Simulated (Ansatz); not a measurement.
A nudged elastic band was laid between two geometries of H$_{4}$NSSbSi (8 atoms, charge 0, multiplicity 1).

Method: RKS B3LYP-D4/def2-SVPD in Ansatz 0.2.0.

- movable images: 5
- climbing image: yes
- spring: 5.0 eV/Å²
- optimiser: quadratic models (default)
- start path: IDPP
- force threshold: 0.05 eV/Å
- iteration limit: 49
- end points: relaxed

First end point:

```xyz
8
Properties=species:S:1:pos:R:3
N -0.794 1.745 0.289
Sb 1.087 1.080 -0.244
Si 0.685 -1.406 0.177
S 0.601 -0.861 -1.883
H -1.206 2.422 -0.348
H -1.488 1.044 0.530
H 1.806 -2.284 0.602
H -0.598 -1.797 0.821
```

Last end point:

```xyz
8
Properties=species:S:1:pos:R:3
N -0.790 1.750 0.288
Sb 1.088 1.075 -0.243
Si 0.681 -1.410 0.176
S 0.598 -0.865 -1.883
H -1.488 1.052 0.529
H -1.199 2.429 -0.348
H 1.803 -2.285 0.604
H -0.601 -1.803 0.821
```

Q: Which bonds break or form, and what moves?

A: No bond is made or broken. The height of N1 over the plane of its neighbours goes from 0.31 to -0.31 Å. The two ends are copies of one structure, up to a mirror image or an exchange of like atoms.

Q: Give the energies along the band, and the barrier.

A: It converged. The highest image is number 2 of 0 to 6, 0.152 eV above the ends, which have the same energy within 2 meV. A vibrational analysis at the climbing image gives one clearly imaginary mode, 133i cm⁻¹: a first-order saddle point.

```json
{"image": "0", "path coordinate (Å)": "0.00", "energy (eV)": "0.000", "height of N1 over the plane of its neighbours (Å)": "0.31"}
{"image": "1", "path coordinate (Å)": "0.91", "energy (eV)": "0.090", "height of N1 over the plane of its neighbours (Å)": "0.36"}
{"image": "2", "path coordinate (Å)": "1.82", "energy (eV)": "0.152", "height of N1 over the plane of its neighbours (Å)": "0.38"}
{"image": "3", "path coordinate (Å)": "2.34", "energy (eV)": "0.144", "height of N1 over the plane of its neighbours (Å)": "0.35"}
{"image": "4", "path coordinate (Å)": "2.86", "energy (eV)": "0.124", "height of N1 over the plane of its neighbours (Å)": "0.31"}
{"image": "5", "path coordinate (Å)": "3.38", "energy (eV)": "0.055", "height of N1 over the plane of its neighbours (Å)": "-0.19"}
{"image": "6", "path coordinate (Å)": "3.90", "energy (eV)": "0.000", "height of N1 over the plane of its neighbours (Å)": "-0.31"}
```

Q: What is the geometry of the highest image?

A: 
```xyz
8
Properties=species:S:1:pos:R:3
N -0.828 1.832 0.239
Sb 1.138 1.117 0.155
Si 0.657 -1.408 0.015
S 0.808 -0.360 -1.862
H -1.444 1.299 -0.374
H -1.224 1.803 1.178
H 1.694 -2.450 0.238
H -0.708 -1.889 0.356
```

Q: What are the harmonic wavenumbers there?

A: 133i, 141, 149, 283, 299, 442, 498, 519, 598, 629, 647, 839, 935, 1513, 2216, 2239, 3483, 3588 cm⁻¹.

Run time: 6 min on 2 threads of Arm Neoverse V2, on a shared host, peak memory 0.4 GiB.
